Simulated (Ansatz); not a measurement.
Geometry optimisation, DFT PBE, scalar-relativistic, plane waves, PAW in Ansatz.

input.yaml

```yaml
crystal:
  lattice:
    - [11.16, 0.0, 0.0]
    - [0.0, 7.891312, 0.0]
    - [0.0, 0.0, 18.918484]
  atoms:
    - { symbol: Ca, position: [0.25, 0.25, 0.0528584] }
    - { symbol: Ca, position: [0.75, 0.25, 0.0528584] }
    - { symbol: Ca, position: [0.25, 0.75, 0.0528584] }
    - { symbol: Ca, position: [0.75, 0.75, 0.0528584] }
    - { symbol: Ca, position: [0.0, 0.0, 0.1571388] }
    - { symbol: Ca, position: [0.5, 0.0, 0.1571388] }
    - { symbol: Ca, position: [0.0, 0.5, 0.1571388] }
    - { symbol: Ca, position: [0.5, 0.5, 0.1571388] }
    - { symbol: Ca, position: [0.25, 0.25, 0.2614193] }
    - { symbol: Ca, position: [0.75, 0.25, 0.2614193] }
    - { symbol: Ca, position: [0.25, 0.75, 0.2614193] }
    - { symbol: Ca, position: [0.75, 0.75, 0.2614193] }
    - { symbol: Ca, position: [0.0, 0.0, 0.3656997] }
    - { symbol: Ca, position: [0.5, 0.0, 0.3656997] }
    - { symbol: Ca, position: [0.0, 0.5, 0.3656997] }
    - { symbol: Ca, position: [0.5, 0.5, 0.3656997] }
    - { symbol: C, position: [0.8425727, 0.8462076, 0.4428729] }
    - { symbol: O, position: [0.8425727, 0.8462076, 0.5041886] }
basis:
  ecutwfc: 420.0
kpoints:
  mp_grid: { grid: [1, 2, 1] }
hamiltonian:
  xc: pbe
scf:
  occupations: { method: fermi_dirac, width: 0.1 }
  lower_state_search: "off"
relax:
  f_tol: 0.08
  max_steps: 25
  adjacent_minimum: "off"
  constraints: [{ sites: [0, 1, 2, 3] }]
output:
  write_density: true
  write_potential: true
  elf: true
  volumetric_format: npy
```

Run as:

```bash
$ ansatz run input.yaml --threads 2 --pin off --max-ram 5120MiB --backend cpu --events-out ev --progress --plain --runs-dir out
```

Q: Where does it end, and by what steps?

A: The forces met the threshold. The threshold is loose, so the end isn't yet a minimum. Limits of this set-up: coarse k mesh, thin slab, slab without dipole correction, no dispersion correction for a molecule that may bind weakly. After 21 steps the energy has fallen by 1.610 eV; C17 moved furthest, 1.92 Å. Joined: Ca12–C17, Ca13–Ca14, Ca13–O18, Ca14–C17, Ca15–Ca16, Ca15–C17.

| step | energy less start (eV) | largest force component (eV/Å) | accepted |
| --- | --- | --- | --- |
| 0 | 0.0000 | 0.928 | yes |
| 1 | -0.0992 | 2.571 | yes |
| 2 | -0.1861 | 2.412 | yes |
| 3 | -0.2609 | 1.220 | yes |
| 4 | -0.3031 | 0.381 | yes |
| 5 | -0.3439 | 0.418 | yes |
| 6 | -0.3675 | 0.499 | yes |
| 7 | -0.3794 | 0.115 | yes |
| 8 | -0.3843 | 0.336 | yes |
| 9 | -0.4103 | 0.379 | yes |
| 10 | -0.4394 | 1.441 | yes |
| 11 | -0.4747 | 0.967 | yes |
| 12 | -0.5590 | 0.450 | yes |
| 13 | -0.6647 | 1.381 | yes |
| 14 | -0.8378 | 1.538 | yes |
| 15 | -1.0804 | 0.465 | yes |
| 16 | -1.3216 | 0.372 | yes |
| 17 | -1.4136 | 0.953 | yes |
| 18 | -1.5594 | 0.587 | yes |
| 19 | -1.5086 | 0.672 | no |
| 20 | -1.6075 | 0.140 | yes |
| 21 | -1.6102 | 0.033 | yes |

```xyz
18
Lattice="11.1600 0.0000 0.0000 0.0000 7.8913 0.0000 0.0000 0.0000 18.9185" Properties=species:S:1:pos:R:3
Ca 2.790 1.973 1.000
Ca 8.370 1.973 1.000
Ca 2.790 5.918 1.000
Ca 8.370 5.918 1.000
Ca 0.147 -0.024 3.041
Ca 5.439 -0.009 3.003
Ca 0.148 3.954 3.042
Ca 5.438 3.939 3.003
Ca 2.803 1.960 5.194
Ca 8.383 1.953 4.537
Ca 2.837 5.905 5.153
Ca 8.328 5.899 4.531
Ca -0.889 -0.207 6.962
Ca 6.499 -0.197 6.873
Ca -0.887 4.103 6.959
Ca 6.499 4.096 6.875
C 8.378 5.894 6.956
O 9.376 5.892 7.923
```

Time of the run: 4.8 min on 2 threads of Arm Neoverse V1 (shared host), peak memory 1.9 GiB.
